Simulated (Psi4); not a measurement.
Calculation: Psi4 with SAPT0/jun-cc-pVDZ, frozen core.

Psi4 input:

```
molecule {
0 1
F -1.08252285 0.99001976 0.55214507
Si -0.00011231 -0.00010185 -0.00053949
F 1.20775533 0.81553797 -0.57791544
F 0.50185217 -0.92408721 1.16192797
F -0.62697234 -0.88136867 -1.13561812
--
0 1
F -0.00008446 4.20745788 -1.38738922
C -1.18195855 3.64993153 -1.13310526
C -1.70382885 2.70183918 -2.00244432
F -1.02311988 2.35064104 -3.09128687
C -2.93572455 2.11993711 -1.73602893
F -3.43690667 1.21035809 -2.56881652
C -3.64579366 2.48642179 -0.60094779
F -4.82763891 1.92870272 -0.34698025
C -3.12392741 3.43451790 0.26840826
F -3.80462375 3.78572934 1.35726026
C -1.89203983 4.01641336 0.00199155
F -1.39091393 4.92597914 0.83481303
units angstrom
symmetry c1
no_reorient
no_com
}
set basis jun-cc-pvdz
set scf_type df
set freeze_core true
energy('sapt0')
```

Part of the output:

```
    SAPT Results
  --------------------------------------------------------------------------------------------------------
    Electrostatics                 -1.59598291 [mEh]      -1.00149439 [kcal/mol]      -4.19025255 [kJ/mol]
      Elst10,r                     -1.59598291 [mEh]      -1.00149439 [kcal/mol]      -4.19025255 [kJ/mol]

    Exchange                        6.62005626 [mEh]       4.15414802 [kcal/mol]      17.38095531 [kJ/mol]
      Exch10                        6.62005626 [mEh]       4.15414802 [kcal/mol]      17.38095531 [kJ/mol]
      Exch10(S^2)                   6.61171879 [mEh]       4.14891618 [kcal/mol]      17.35906530 [kJ/mol]

    Induction                      -0.58239363 [mEh]      -0.36545752 [kcal/mol]      -1.52907426 [kJ/mol]
      Ind20,r                      -2.70023705 [mEh]      -1.69442433 [kcal/mol]      -7.08947140 [kJ/mol]
      Exch-Ind20,r                  2.32520186 [mEh]       1.45908620 [kcal/mol]       6.10481665 [kJ/mol]
      delta HF,r (2)               -0.20735844 [mEh]      -0.13011939 [kcal/mol]      -0.54441951 [kJ/mol]

    Dispersion                     -4.12005692 [mEh]      -2.58537475 [kcal/mol]     -10.81720796 [kJ/mol]
      Disp20                       -4.57131183 [mEh]      -2.86854148 [kcal/mol]     -12.00197755 [kJ/mol]
      Exch-Disp20                   0.45125490 [mEh]       0.28316673 [kcal/mol]       1.18476959 [kJ/mol]
      Disp20 (SS)                  -2.28565591 [mEh]      -1.43427074 [kcal/mol]      -6.00098877 [kJ/mol]
      Disp20 (OS)                  -2.28565591 [mEh]      -1.43427074 [kcal/mol]      -6.00098877 [kJ/mol]
      Exch-Disp20 (SS)              0.25952183 [mEh]       0.16285241 [kcal/mol]       0.68137448 [kJ/mol]
      Exch-Disp20 (OS)              0.19173307 [mEh]       0.12031432 [kcal/mol]       0.50339511 [kJ/mol]

  Total HF                          4.44167972 [mEh]       2.78719611 [kcal/mol]      11.66162851 [kJ/mol]
  Total SAPT0                       0.32162280 [mEh]       0.20182135 [kcal/mol]       0.84442055 [kJ/mol]
```
